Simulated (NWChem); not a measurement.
System: BaF2; SMILES [F][Ba][F]

NWChem input:

```
start job
memory heap 200 mb stack 900 mb global 1100 mb
geometry units angstroms noautoz
  Ba     0.000000     0.000000     0.265781
  F      1.859114     0.000000    -0.999181
  F     -1.859114     0.000000    -0.999181
end
basis spherical
  * library def2-svp
end
ecp
  Ba library def2-ecp
end
dft
  xc hfexch
  iterations 150
  mulliken
end
task dft energy
```

NWChem printed, in part:

```
             Northwest Computational Chemistry Package (NWChem) 7.3.0
             --------------------------------------------------------

 C2V symmetry detected

                             Geometry "geometry" -> ""
                             -------------------------

 Output coordinates in angstroms (scale by  1.889725989 to convert to a.u.)

  No.       Tag          Charge          X              Y              Z
 ---- ---------------- ---------- -------------- -------------- --------------
    1 Ba                  56.0000     0.00000000     0.00000000     0.30769346
    2 F                    9.0000     1.85911400     0.00000000    -0.95726854
    3 F                    9.0000    -1.85911400     0.00000000    -0.95726854

 Effective nuclear repulsion energy (a.u.)     248.7414729378

      Symmetry information
      --------------------

 Group name             C2v
 Group number             16
 Group order               4
 No. of unique centers     2

 Summary of "ao basis" -> "ao basis" (spherical)
 ------------------------------------------------------------------------------
       Tag                 Description            Shells   Functions and Types
 ---------------- ------------------------------  ------  ---------------------
 Ba                         def2-svp                 9       23   4s3p2d
 F                          def2-svp                 6       14   3s2p1d

      Symmetry analysis of basis
      --------------------------

        a1         21
        a2          6
        b1         15
        b2          9

            General Information
            -------------------
          SCF calculation type: DFT
          Wavefunction type:  closed shell.
          No. of atoms     :     3
          No. of electrons :    28
           Alpha electrons :    14
            Beta electrons :    14
          Charge           :     0
          Spin multiplicity:     1
          Use of symmetry is: on ; symmetry adaption is: on
          Maximum number of iterations: 150
          AO basis - number of functions:    51
                     number of shells:    21
          Convergence on energy requested:  1.00D-06
          Convergence on density requested:  1.00D-05
          Convergence on gradient requested:  5.00D-04

              XC Information
              --------------
                     Hartree-Fock (Exact) Exchange  1.000

      Superposition of Atomic Density Guess
      -------------------------------------

 Sum of atomic energies:        -226.06900249

      Non-variational initial energy
      ------------------------------

 Total energy =    -223.299427
 1-e energy   =    -425.678143
 2-e energy   =     148.491250
 HOMO         =      -0.608922
 LUMO         =      -0.127825

      Symmetry analysis of molecular orbitals - initial
      -------------------------------------------------

  Numbering of irreducible representations:

     1 a1          2 a2          3 b1          4 b2

  Orbital symmetries:

     1 a1          2 b1          3 a1          4 b1          5 a1
     6 b1          7 a1          8 b2          9 a1         10 a2
    11 b1         12 b2         13 a1         14 b1         15 a1
    16 b2         17 a1         18 b1         19 b2         20 a1
    21 a2         22 a1         23 a1         24 b1

     ---------------------------------------------
      Total Density - Mulliken Population Analysis
     ---------------------------------------------

    Atom       Charge   Shell Charges
 -----------   ------   -------------------------------------------------------
    1 Ba  10     8.24   0.27  1.72  0.06 -0.01  5.04  0.96  0.02  0.16  0.02
    2 F    9     9.88   1.99  1.17  0.82  3.65  2.25  0.00
    3 F    9     9.88   1.99  1.17  0.82  3.65  2.25  0.00

   convergence    iter        energy       DeltaE   RMS-Dens  Diis-err
 ---------------- ----- ----------------- --------- --------- ---------
 d= 0,ls=0.0,diis     1   -223.7874706687 -2.78D+02  1.95D-02  1.42D+00
 d= 0,ls=0.0,diis     2   -223.8615963768 -7.41D-02  7.65D-03  8.52D-01
 d= 0,ls=0.0,diis     3   -223.9293653064 -6.78D-02  6.03D-04  6.56D-04
 d= 0,ls=0.0,diis     4   -223.9295186862 -1.53D-04  1.66D-04  4.63D-05
 d= 0,ls=0.0,diis     5   -223.9295286993 -1.00D-05  4.18D-05  1.68D-06
 d= 0,ls=0.0,diis     6   -223.9295292496 -5.50D-07  9.13D-06  8.01D-08

         Total DFT energy =     -223.929529249585
      One electron energy =     -431.685796961779
           Coulomb energy =      177.569121385604
    Exchange-Corr. energy =      -23.700319520043
 Nuclear repulsion energy =       53.887465846634

 Numeric. integr. density =        0.000000000000

                  Occupations of the irreducible representations
                  ----------------------------------------------

                     irrep           alpha         beta
                     --------     --------     --------
                     a1                6.0          6.0
                     a2                1.0          1.0
                     b1                5.0          5.0
                     b2                2.0          2.0

                       DFT Final Molecular Orbital Analysis
                       ------------------------------------

 Vector   12  Occ=2.000000D+00  E=-4.784231D-01  Symmetry=b2
              MO Center= -1.0D-12,  1.1D-15, -9.3D-01, r^2= 3.9D+00
   Bfn.  Coefficient  Atom+Function         Bfn.  Coefficient  Atom+Function
  ----- ------------  ---------------      ----- ------------  ---------------
    28      0.443347  2 F  py                42      0.443347  3 F  py
    31     -0.350774  2 F  py                45     -0.350774  3 F  py
     6      0.115705  1 Ba py                15      0.083119  1 Ba d -1
    12     -0.062636  1 Ba py

[...]
```

Level: Hartree-Fock/def2-SVP with def2 effective core potentials on Ba. Geometry: optimised at PBE-D3(BJ)/def2-SVP. def2 effective core potentials on Ba; no spin-orbit coupling.
